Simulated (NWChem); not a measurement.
MgHF; SMILES [F][MgH]

All runs: NWChem. All runs use the structure optimised with PBE0/def2-SVP. Vertical excitations in the gas phase; the lowest state need not have the same character in each row.

| level | lowest excitation, singlet (eV) | oscillator strength of that lowest state | orbital gap (eV) |
|---|---|---|---|
| PBE/def2-SVPD, TDA | 6.32 | 0.089 | 5.49 |
| B3LYP/def2-SVPD, TDA | 6.70 | 0.201 | 6.95 |
| LRC-wPBEh/def2-SVPD, TDA | 6.84 | 0.239 | 10.77 |
| BHandHLYP/def2-SVPD, TDA | [?] | [?] | [?] |

Q: Some entries are withheld; supply them.

A: 
- BHandHLYP/def2-SVPD, TDA, lowest excitation, singlet (eV): 7.11
- BHandHLYP/def2-SVPD, TDA, oscillator strength of that lowest state: 0.265
- BHandHLYP/def2-SVPD, TDA, orbital gap (eV): 9.10
